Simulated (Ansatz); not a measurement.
Harmonic frequencies (cm⁻¹) at PBE0-D4/def2-TZVP from Ansatz: 26, 53, 79, 145, 164, 174, 284, 353, 370, 457, 474, 502, 536, 621, 726, 898, 947, 986, 1558, 1855, 2143, 2184, 3598, 3687.

Each molecule was computed in one conformer, which needn't be the lowest.

Task: Which molecule is it?
A. `[NH2][Al]1[SiH2][B]1[ZnH]`
B. `BC#[C][Zn][CH2][SeH]`
C. `C[CH]1[O][AlH]1`
D. `CO[SiH]1[CH2][Al]1[F]`

Result: A.
